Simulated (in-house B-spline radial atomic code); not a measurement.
## One electron outside the [Ar] 3d10 core: Hf XLIV (Hf43+)

Computed with a B-spline radial code for spherical atoms, no-pair Dirac-Coulomb Hamiltonian, finite nucleus. Rungs: frozen-core Dirac-Hartree-Fock (DHF); Brueckner orbitals from the second-order correlation potential; the same with the Coulomb interaction screened by the core and the hole-particle interaction summed; Breit and QED terms from differences of relaxed Dirac-Fock atoms, where computed. Partial waves beyond l = 6 are extrapolated. The tables show a selection of states; those near core-excited levels, with erratic corrections or far from their DHF start are never shown.

Command:
```bash
python run_mb.py task.json out
```
Settings (nuclear radius in fm, box in bohr, cutoff in hartree):
```
basis_form          2
Z                   72
core_configuration  [Ar] 3d10
rms_radius          5.347
mass_number         180
speed_of_light      137.036
box_radius          4.8
lmax                6
intervals           59
virtual_cutoff      10368.0
```

Run time, properties included: 110 s on 1 thread of Arm Neoverse N1, on a shared host.

Removal energies (eV):

```csv
state,DHF,second order,screened,Breit + QED,final
4s1/2,2221.78,2223.71,2223.62,-2.9,2220.72
4p1/2,2128.69,2130.74,2130.65,-2.64,2128
4p3/2,2040.37,2042.15,2042.07,-1.7,2040.37
4d3/2,1895.58,1897.62,1897.53,-1.12,1896.41
4d5/2,1876.6,1878.54,1878.45,-0.729,1877.73
4f5/2,1722.18,?,?,?,?
4f7/2,1717.39,1719.23,1719.17,-,-
5s1/2,1329.41,?,?,?,?
5p1/2,1284.32,1285.38,1285.3,-1.22,1284.09
5p3/2,1242.94,1243.9,1243.84,-0.79,1243.05
5d3/2,1174.1,1175.14,1175.07,-0.531,1174.54
5d5/2,1164.91,1165.9,1165.84,-0.333,1165.5
5f5/2,1096.51,1097.32,1097.28,-,-
5f7/2,1093.74,1094.52,1094.49,-,-
5g7/2,1059.51,1060.22,1060.21,-,-
5g9/2,1058.42,1059.12,1059.11,-,-
```

**Question.** What does correlation do to 5s1/2?

**Answer.** It adds 0.9996 eV to the removal energy in second order and 0.9321 eV with screening; Breit and QED add -1.32 eV, for a final 1329.02 eV.

**Question.** What does correlation do to 4f5/2?

**Answer.** It adds 1.913 eV to the removal energy in second order and 1.857 eV with screening, giving 1724.04 eV before Breit and QED terms, which weren't computed for this state.

**Question.** How does the lowest state compare with the NIST ionisation energy?

**Answer.** 4s1/2 is bound by 2220.7 eV, without recoil; NIST lists 2218.9 ± 1.1 eV (semi-empirical), a difference of +1.8 eV.

Electric-dipole lines from 4s1/2 (reduced matrix elements in atomic units, length form, static core polarisation, sign of DHF taken positive):

```csv
upper,DHF,+ core polarisation,+ Brueckner,λ (nm),A (s⁻¹)
4p1/2,0.3306,0.3201,0.3198,13.373,4.33e+10
4p3/2,0.4774,0.4627,0.4623,6.8748,3.33e+11
```

Magnetic hyperfine constants per unit nuclear g factor (MHz, nucleus as a uniformly magnetised ball; they apply to isotopes with nuclear spin):

```
state        DHF  + core polarisation  + Brueckner
4s1/2  1.426e+06            1.475e+06    1.481e+06
4p1/2     457200               473900       475800
4p3/2      53670                54960        55190
5s1/2     659400               679400       681000
5p1/2     213900               220800       221400
5p3/2      25480                25800        25870
```
